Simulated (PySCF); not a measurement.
## Correlation energy of P (phosphorus, neutral)

[Ne] 3s2 3p3, high-spin 4S determinant. Computed with PySCF 2.14 in aug-cc-pVDZ-DK (5s4p2d, 27 functions), with scalar relativity by spin-free X2C-1e. Frozen: [Ne]; 5 electrons correlated.

MP2 pair energies summed by pair of shells (mhartree):

```json
{"pair": "3s-3p", "energy": "-42.28", "share (%)": "63.2"}
{"pair": "3p-3p", "energy": "-16.15", "share (%)": "24.2"}
{"pair": "3s-3s", "energy": "-8.45", "share (%)": "12.6"}
```

Total MP2 correlation energy: -66.88 mhartree.

Same-spin part -18.87 and opposite-spin part -48.01 mhartree; SCS-MP2 scales them by 1/3 and 6/5 to -63.90 mhartree.

```json
{"level": "CCSD", "correlation energy (mhartree)": "-85.09"}
{"level": "(T)", "correlation energy (mhartree)": "-1.55"}
{"level": "CCSD(T)", "correlation energy (mhartree)": "-86.64"}
```

Diagnostics: T1 = 0.0024, D1 = 0.0048, largest double amplitude 0.043.

Cost of the coupled-cluster step: 0.29 s of wall time on 1 thread of Neoverse-N1 (shared host), for 5 correlated electrons.

Iterations:

```
CC2 = 0
CCSD nocc = (np.int64(4), np.int64(1)), nmo = (22, 22)
frozen orbitals [[0, 1, 2, 3, 4], [0, 1, 2, 3, 4]]
max_cycle = 100
direct = 0
conv_tol = 1e-08
conv_tol_normt = 1e-06
diis_space = 8
diis_start_cycle = 0
Init t2, MP2 energy = -0.0668819892116183
Init E_corr(UCCSD) = -0.0668819892118197
cycle = 1  E_corr(UCCSD) = -0.0809979879411128  dE = -0.0141159987  norm(t1,t2) = 0.0450216
cycle = 2  E_corr(UCCSD) = -0.0839846507806248  dE = -0.00298666284  norm(t1,t2) = 0.0127655
cycle = 3  E_corr(UCCSD) = -0.0851108863547205  dE = -0.00112623557  norm(t1,t2) = 0.00475272
cycle = 4  E_corr(UCCSD) = -0.0850857162570113  dE = 2.51700977e-05  norm(t1,t2) = 0.000825493
cycle = 5  E_corr(UCCSD) = -0.0850871953262123  dE = -1.4790692e-06  norm(t1,t2) = 0.000136971
cycle = 6  E_corr(UCCSD) = -0.0850863071885531  dE = 8.88137659e-07  norm(t1,t2) = 3.62213e-05
cycle = 7  E_corr(UCCSD) = -0.0850870368226486  dE = -7.29634095e-07  norm(t1,t2) = 7.22193e-06
cycle = 8  E_corr(UCCSD) = -0.0850867831335657  dE = 2.53689083e-07  norm(t1,t2) = 1.14754e-06
cycle = 9  E_corr(UCCSD) = -0.085086802436205  dE = -1.93026393e-08  norm(t1,t2) = 2.4347e-07
cycle = 10  E_corr(UCCSD) = -0.0850868064944538  dE = -4.05824885e-09  norm(t1,t2) = 5.27206e-08
UCCSD converged
E(UCCSD) = -341.6093946360144  E_corr = -0.08508680649445381
UCCSD(T) correction = -0.00154576949942023
```
